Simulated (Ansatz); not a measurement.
Z-matrix (Å, degrees):
```
Si
C 1 1.848
O 1 1.630 2 112.3
O 1 1.639 2 106.7 3 -120.7
H 1 1.485 2 109.6 3 118.3
C 2 1.330 1 121.6 3 -110.4
H 2 1.089 1 119.9 3 69.3
Si 3 1.636 1 149.9 2 -20.4
H 4 0.958 1 117.8 2 171.7
H 6 1.086 2 122.6 1 179.4
H 6 1.087 2 121.5 1 -1.0
C 8 1.856 3 108.9 1 57.8
O 8 1.641 3 109.3 1 -179.1
H 8 1.481 3 109.7 1 -65.2
H 12 1.094 8 111.1 3 59.8
H 12 1.093 8 110.9 3 -179.8
H 12 1.093 8 110.6 3 -59.5
H 13 0.958 8 118.0 3 -62.5
```

Charge 0, multiplicity 1.

Problem. List the PBE0/def2-TZVPP orbital energies in eV (the Gaussian-basis code of Ansatz). (Best estimate.)

Solution. The calculation gave: Occupied: -1803.22, -1803.14, -522.59, -522.55, -522.50, -278.56, -278.08, -277.66, -145.38, -145.30, -100.08, -100.04, -100.02, -100.01, -99.97, -99.93, -28.32, -28.07, -27.46, -21.60, -19.65, -16.85, -15.95, -15.16, -14.34, -13.37, -12.14, -11.86, -11.65, -11.47, -11.33, -11.06, -10.61, -10.02, -9.87, -9.40, -9.24, -8.47, -8.40, -8.13. Lowest empty: -0.53, 0.81, 0.89, 1.43, 1.75, 1.91, 2.26, 2.56.
